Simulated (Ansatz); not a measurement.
Calculated with Ansatz (gas phase, PBE0-D4/def2-TZVP geometries, no zero-point term in ΔE). CCSD(T)/CBS adds triple-zeta CCSD(T) − MP2 to the extrapolated MP2 energy (def2 sets, frozen cores). DFT in def2-TZVPP. B3LYP here is the variant with VWN-RPA as its local correlation; programs differ in this. For Zn outer-core shells are correlated without core-valence functions, which leaves a few kJ/mol of doubt a bond. Scalar relativity is left out up to krypton. Each species was taken in one conformer, which may not be the lowest.

Reaction (redistribution): `C[SiH2][B](C)[AlH2]` + `C[NH][ZnH]` → `C[SiH2][NH][ZnH]` + `C[B](C)[AlH2]`

| level | ΔE (kJ/mol) |
| --- | --- |
| PBE0-D4 | -163.4 |
| B3LYP-D4 | -169.7 |
| B2PLYP | -175.8 |
| PBE | -154.2 |
| PBE0 | -163.3 |
| HF/def2-TZVPP | -184.8 |
| CCSD/def2-TZVPP | -175.8 |
| HF/CBS(def2) | -186.0 |

Problem. What does CCSD(T)/CBS give? (An estimate is asked.)

Solution. The calculation gave: -176.5 kJ/mol. The listed levels differ from it by 13.1, 6.8, 0.7, 22.3, 13.2, -8.3, 0.7, -9.5 kJ/mol.

Largest T1 diagnostic among the species: 0.015.

From PBE to PBE0 (25 % exact exchange), in def2-TZVPP and without D4, ΔE moves by −9.1 kJ/mol.
